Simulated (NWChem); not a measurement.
System: NiCl2, triplet; SMILES [Cl][Ni][Cl]

Excerpt of the output:

```
             Northwest Computational Chemistry Package (NWChem) 7.3.0
             --------------------------------------------------------

 ORDER OF PRIMARY AXIS IS BEING SET TO 4
 D4H symmetry detected

                             Geometry "geometry" -> ""
                             -------------------------

 Output coordinates in angstroms (scale by  1.889725989 to convert to a.u.)

  No.       Tag          Charge          X              Y              Z
 ---- ---------------- ---------- -------------- -------------- --------------
    1 Ni                  28.0000     0.00000000     0.00000000     0.00000000
    2 Cl                  17.0000     0.00000000     0.00000000     2.07635600
    3 Cl                  17.0000     0.00000000     0.00000000    -2.07635600

 Effective nuclear repulsion energy (a.u.)     279.4524896155

      Symmetry information
      --------------------

 Group name             D4h
 Group number             28
 Group order              16
 No. of unique centers     2

                                 NWChem DFT Module
                                 -----------------

 Summary of "ao basis" -> "ao basis" (spherical)
 ------------------------------------------------------------------------------
       Tag                 Description            Shells   Functions and Types
 ---------------- ------------------------------  ------  ---------------------
 Ni                        def2-svpd                12       34   5s4p2d1f
 Cl                        def2-svpd                11       27   5s4p2d

      Symmetry analysis of basis
      --------------------------

        a1g        18
        a1u         0
        a2g         0
        a2u        16
        b1g         4
        b1u         3
        b2g         4
        b2u         3
        eg         16
        eu         24

            General Information
            -------------------
          SCF calculation type: DFT
          Wavefunction type:  spin polarized.
          No. of atoms     :     3
          No. of electrons :    62
           Alpha electrons :    32
            Beta electrons :    30
          Charge           :     0
          Spin multiplicity:     3
          Use of symmetry is: on ; symmetry adaption is: on
          Maximum number of iterations: 200
          AO basis - number of functions:    88
                     number of shells:    34
          Convergence on energy requested:  1.00D-06
          Convergence on density requested:  1.00D-05
          Convergence on gradient requested:  5.00D-04

              XC Information
              --------------
                         PBE0 Method XC Functional
                     Hartree-Fock (Exact) Exchange  0.250
          PerdewBurkeErnzerhof Exchange Functional  0.750
            Perdew 1991 LDA Correlation Functional  1.000 local
           PerdewBurkeErnz. Correlation Functional  1.000 non-local

             Grid Information
             ----------------
          Grid used for XC integration:  medium
          Radial quadrature: Mura-Knowles
          Angular quadrature: Lebedev.
          Tag              B.-S. Rad. Rad. Pts. Rad. Cut. Ang. Pts.
          ---              ---------- --------- --------- ---------
          Ni                  1.35      112          11.0       590
          Cl                  1.00       88          14.0       590
          Grid pruning is: on
          Number of quadrature shells:   200
          Spatial weights used:  Erf1

      Superposition of Atomic Density Guess
      -------------------------------------

 Sum of atomic energies:       -2425.25788392

      Non-variational initial energy
      ------------------------------

 Total energy =   -2424.971856
 1-e energy   =   -3920.198959
 2-e energy   =    1215.774614
 HOMO         =      -0.416593
 LUMO         =      -0.416593

 !!!!!!!!!!!!!!!!!!!!!!!!!!!!!!!!!!!!!!!!!!!!!!!!!!!!!!!!!!!!!!!!!!!!!!
 Warning - the HOMO and LUMO are degenerate and you are using symmetry.
 This can lead to non-variational energies and poor convergence.
 Modify the initial guess, or use an open-shell wavefunction, or turn
 off symmetry.
 !!!!!!!!!!!!!!!!!!!!!!!!!!!!!!!!!!!!!!!!!!!!!!!!!!!!!!!!!!!!!!!!!!!!!!

   Symmetry analysis of molecular orbitals - initial alpha
   -------------------------------------------------------

 !! scf_movecs_sym_adapt:   14 vectors were symmetry contaminated

  Symmetry fudging

 !! scf_movecs_sym_adapt:    2 vectors were symmetry contaminated

  Numbering of irreducible representations:

     1 a1g         2 a1u         3 a2g         4 a2u         5 b1g
     6 b1u         7 b2g         8 b2u         9 eg         10 eu

  Orbital symmetries:

     1 a1g         2 a2u         3 a1g         4 a1g         5 a2u
     6 eu          7 eu          8 a1g         9 a2u        10 a1g
    11 a2u        12 eu         13 eu         14 eg         15 eg
    16 a1g        17 a2u        18 eu         19 eu         20 a1g
    21 a2u        22 a1g        23 eg         24 eg         25 b1g
    26 b2g        27 a2u        28 eu         29 eu         30 a1g
    31 eg         32 eg         33 a1g        34 eu         35 eu
    36 a2u        37 a1g        38 eg         39 eg         40 a1g
    41 a2u        42 eu

   Symmetry analysis of molecular orbitals - initial beta
   ------------------------------------------------------

 !! scf_movecs_sym_adapt:   14 vectors were symmetry contaminated

  Symmetry fudging

 !! scf_movecs_sym_adapt:    2 vectors were symmetry contaminated

[...]

                         DFT ENERGY GRADIENTS

    atom               coordinates                        gradient
                 x          y          z           x          y          z
   1 Ni      0.000000   0.000000   0.000000    0.000000   0.000000   0.000000
   2 Cl      0.000000   0.000000   3.923744    0.000000   0.000000  -0.003365
   3 Cl      0.000000   0.000000  -3.923744    0.000000   0.000000   0.003365
```

Level: PBE0/def2-SVPD, spin-unrestricted. Geometry: optimised at PBE0/def2-SVP, spin-unrestricted. No stability test was run on the SCF state.

Write an input that gives this output.

This is not unique; one that fits is the input that was run:
```
start job
memory heap 200 mb stack 900 mb global 1100 mb
geometry units angstroms noautoz
  Ni     0.000000     0.000000     0.000000
  Cl     0.000000     2.076356     0.000000
  Cl     0.000000    -2.076356     0.000000
end
basis spherical
  Ni library def2-svpd
  Cl library def2-svpd
end
dft
  odft
  mult 3
  xc pbe0
  iterations 200
  convergence nolevelshifting
end
task dft gradient
```
